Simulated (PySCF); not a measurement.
## Vibration and rotation of NaHg⁺

RHF-CCSD(T) constants of NaHg⁺, ¹Σ⁺ (singlet), closed shell (Na def2-SVPD, Hg def2-SVPD with ECP60; scalar-relativistic core potentials (PySCF 2.14); masses 22.9898 and 201.9706 u):

```
ωe              : 112.7 cm⁻¹
ωexe            : 1.05 cm⁻¹
Be              : 0.083854 cm⁻¹
αe              : 0.000926 cm⁻¹
D (centrifugal) : 1.86e-07 cm⁻¹
De to Na⁺ + Hg  : 0.336 eV
```

Task: Give the band origin of the fundamental and the first lines of its P and R branches.

Result: ν0 = ωe − 2ωexe = 110.6 cm⁻¹, B0 = 0.083391, B1 = 0.082465 cm⁻¹.

| J″ | P(J″) − ν0 | R(J″) − ν0 |
| --- | --- | --- |
| 0 |  | 0.165 |
| 1 | -0.167 | 0.328 |
| 2 | -0.335 | 0.489 |
| 3 | -0.506 | 0.649 |
| 4 | -0.678 | 0.806 |
| 5 | -0.852 | 0.962 |
| 6 | -1.028 | 1.115 |

Task: Near which J would the R branch turn back, without centrifugal distortion?

Result: At J ≈ (B0 + B1)/(2(B0 − B1)) − 1 ≈ 89.

Correlated steps freeze 1 core orbital. The bond is weak. Basis-set superposition, not corrected here, can be much of De in a small basis, most of all at correlated wavefunction levels. Spin–orbit coupling is left out. For an ion De counts to the pair picked by the measured ionisation energies or electron affinities, which need not be the lowest pair at this level.
